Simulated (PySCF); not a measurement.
BiBr3, charge +1, doublet, at a GFN2-xTB geometry (such geometries of metal compounds can be far from the true shape) (a state made from the parent by changing its charge; the spin is typed, not shown lowest) (core potentials on Bi).

The PySCF input:
```python
from pyscf import gto, scf, dft

mol = gto.M(
    atom='''
Bi    0.00187441    0.00232546    0.84115044
Br   -1.65440340   -1.41128438   -0.65732947
Br   -0.39564745    2.13436267   -0.66993681
Br    2.04560582   -0.72859294   -0.66746190
''',
    basis='def2-sv(p)',
    ecp={'Bi': 'def2-sv(p)'},
    charge=1,
    spin=1,
    verbose=4,
    symmetry=True,
)

mf = dft.UKS(mol)
mf.xc = 'r2scan'
mf = mf.density_fit(auxbasis='def2-universal-jkfit')
mf.kernel()
mf.analyze()
```

Problem. What does this run give for the nuclear repulsion energy, <S^2>, total energy, HOMO energy, number of basis functions?

Solution. 
```
Quantity                           Value
-------------------------  -------------
nuclear repulsion energy    1000.3479 Eh
<S^2>                              0.753
total energy               -7936.0206 Eh
HOMO energy                    -12.41 eV
number of basis functions            122
```

These values belong to the state on which the SCF converged, which isn't shown to be the lowest.
